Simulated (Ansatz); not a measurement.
Reaction (cleavage of the Si–Si bond): `BN([SiH2][SiH3])[SiH2]Cl` + `N[SiH2][SeH]` → `[SiH3]N[SiH2][SeH]` + `BN([SiH3])[SiH2]Cl`

Calculated with Ansatz (gas phase, PBE0-D4/def2-TZVP geometries, no zero-point term in ΔE). CCSD(T)/CBS adds triple-zeta CCSD(T) − MP2 to the extrapolated MP2 energy (def2 sets, frozen cores). DFT in def2-TZVPP. For Se outer-core shells are correlated without core-valence functions, which leaves a few kJ/mol of doubt a bond. Scalar relativity is left out up to krypton. Each species was taken in one conformer, which may not be the lowest.

CCSD(T)/CBS gives -54.9 kJ/mol.

(1) Another level gave -72.7 kJ/mol. Which?
A. PBE0/def2-TZVPP
B. r2SCAN/def2-TZVPP
C. CCSD(T)/def2-TZVPP
D. HF/def2-TZVPP

Largest T1 diagnostic among the species: 0.012.

## Answers

(1) D. HF/def2-TZVPP -72.7, CCSD(T)/def2-TZVPP -55.0, PBE0 -39.6, r2SCAN -46.9 kJ/mol.

In def2-TZVPP, CCSD(T) changes the Hartree–Fock value by +17.6 kJ/mol (the triples alone add +2.4 kJ/mol) and MP2 by +10.0 kJ/mol. From PBE to PBE0 (25 % exact exchange), in def2-TZVPP and without D4, ΔE moves by −7.3 kJ/mol.
